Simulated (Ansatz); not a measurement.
The same molecule with X = O, S, Se, Te. Ansatz, PBE0-D4/def2-TZVP geometries, multiplicity 1.

Elements past krypton have def2 core potentials. Scalar relativity is left out up to krypton.

```tsv
X	molecule	mean X–B bond length / Å	mean X–H bond length / Å	LUMO energy (PBE0/def2-TZVPP) / eV	size of the dipole moment (ωB97M-V/def2-TZVPP) / D	HOMO–LUMO gap (B3LYP/def2-TZVPP) / eV
O	`BO`	1.348	0.961	-0.42	1.58	7.99
Se	`B[SeH]`	1.899	1.470	-1.47	0.65	6.03
Te	`B[TeH]`	2.099	1.659	-1.71	0.37	5.12
```

Question: Give the row for X = S, `BS`. (Estimate.)

Answer: The calculation gave: 
| X | molecule | mean X–B bond length / Å | mean X–H bond length / Å | LUMO energy (PBE0/def2-TZVPP) / eV | size of the dipole moment (ωB97M-V/def2-TZVPP) / D | HOMO–LUMO gap (B3LYP/def2-TZVPP) / eV |
| --- | --- | --- | --- | --- | --- | --- |
| S | `BS` | 1.765 | 1.344 | -1.31 | 0.88 | 6.71 |

From O to Te the mean X–B bond length rises at each step, by 0.751 Å in all; the mean X–H bond length rises at each step, by 0.698 Å in all; the LUMO energy (PBE0/def2-TZVPP) falls at each step, by 1.29 eV in all; the HOMO–LUMO gap (B3LYP/def2-TZVPP) falls at each step, by 2.87 eV in all. Bonds lengthen as the atom grows down the group. Dipoles are sizes alone, and their direction can turn along the series.

B3LYP here is the variant with VWN-RPA as its local correlation; programs differ in this.

Spin–orbit coupling is left out; it splits and shifts lone-pair levels of the heavy atoms by tenths of an eV.
